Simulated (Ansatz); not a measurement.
`C[O][Cd][Cl]` + H₂O → `[OH][Cd][Cl]` + CH₃OH at 500 K and 1 bar (formal hydrolysis of a Cd–O bond).

Gas-phase electronic energies from Ansatz, PBE0-D4/def2-TZVP geometries. CCSD(T)/CBS is the MP2 limit (def2-TZVPP, def2-QZVPP) plus CCSD(T) − MP2 in def2-TZVPP, frozen cores. This one scheme is used for every species. Elements past krypton have def2 core potentials. For Cd outer-core shells are correlated without core-valence functions, which leaves a few kJ/mol of doubt a bond. One conformer a species, not always the lowest.

```csv
species,CCSD(T)/CBS energy (Eh),H − E (kJ/mol),S (J/(mol·K))
`C[O][Cd][Cl]`,-742.55216,146.9,387.5
H₂O,-76.37941,73.2,206.3
`[OH][Cd][Cl]`,-703.31715,63.9,333.1
CH₃OH,-115.61712,157.0,265.4
```

H − E and S are ideal-gas, rigid-rotor, harmonic terms from PBE0-D4/def2-TZVP, for one conformer and one mirror image of each species. 1 Eh = 2625.50 kJ/mol, R = 8.31446 J/(mol·K).

Problem. By hand: ΔE, ΔH, ΔS and ΔG.

Solution. ΔE = (-703.31715) + (-115.61712) − (-742.55216) − (-76.37941) = -0.00270 Eh = -7.1 kJ/mol. Δ(H − E) = 63.9 + 157.0 − 146.9 − 73.2 = 0.8, so ΔH = -6.3 kJ/mol. ΔS = 333.1 + 265.4 − 387.5 − 206.3 = 4.7 J/(mol·K). ΔG = -6.3 − 500 × (4.7)/1000 = -8.7 kJ/mol.

Problem. By hand: the equilibrium constant, and the temperature at which ΔG would vanish if ΔH and ΔS stayed fixed.

Solution. log₁₀ K = −ΔG/(RT ln 10) = 0.9. ΔH and −TΔS have one sign here, so there is no such temperature. One of them is within its doubt of zero, so this could turn.

TΔS isn't small against ΔH here. A doubt of 5 kJ/mol in ΔE shifts log₁₀ K by 0.5 here. Other conformers and mirror images would add mixing entropy, several J/(mol·K) or more a flexible species. These are equilibria of isolated gas molecules and say nothing of rates. Largest T1 diagnostic: 0.016 (customary marks: 0.02 for closed shells, 0.045 for open ones).
